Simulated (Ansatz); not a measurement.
Program: Ansatz 0.2.0.

A structure relaxed at PBE0-D4/def2-TZVP, charge 0, multiplicity 1:

```xyz
9

F    -1.928    0.430    1.594
Si   -1.082    1.111    0.430
S    -0.810   -0.255   -1.187
Si    1.008   -1.123   -0.573
F     2.213   -0.111   -0.756
F     0.968   -1.477    0.971
H     0.223    1.521    0.987
H    -1.871    2.238   -0.107
H     1.278   -2.335   -1.359
```

Q: Give its formula and SMILES.

A: F3H3SSi2, `F[SiH2]S[SiH](F)F`.

Q: Summarise the bond lengths by kind.

A: 3 × F–Si 1.584 to 1.592 Å; 2 × S–Si 2.107 to 2.135 Å; 3 × H–Si 1.469 to 1.477 Å.
